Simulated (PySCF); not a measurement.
A run for PySCF: R-MP2/6-31G* on BH3Se (SMILES B[SeH]), a point of a torsion scan.

```python
from pyscf import gto, scf, dft, mp
from pyscf.data.elements import chemcore

mol = gto.M(
    atom='''
    B    -0.62298832   -0.02549508    0.03550754
    Se    1.08923423   -0.69151624    0.42377236
    H    -1.46507424   -0.78776331   -0.23339628
    H    -0.87396275    1.09284800    0.25831044
    H     1.54521464    0.33643408    1.33037649
    ''',
    basis='6-31g*',
    cart=True,
    charge=0, spin=0, verbose=3, max_memory=1800)
mf = scf.RHF(mol)
mf.conv_tol = 1e-8
mf.max_cycle = 100
mf.kernel()
if not mf.converged:
    mf = mf.newton().run(mf.mo_coeff, mf.mo_occ)
pt = mp.MP2(mf, frozen=chemcore(mol)).run()
```

Output:

```
converged SCF energy = -2425.96736431643
E(RMP2) = -2426.30803127814  E_corr = -0.340666961704922
E(SCS-RMP2) = -2426.29118003928  E_corr = -0.323815722850797
```

Self-consistency was reached.

Cost: very roughly 0.7 core-seconds.
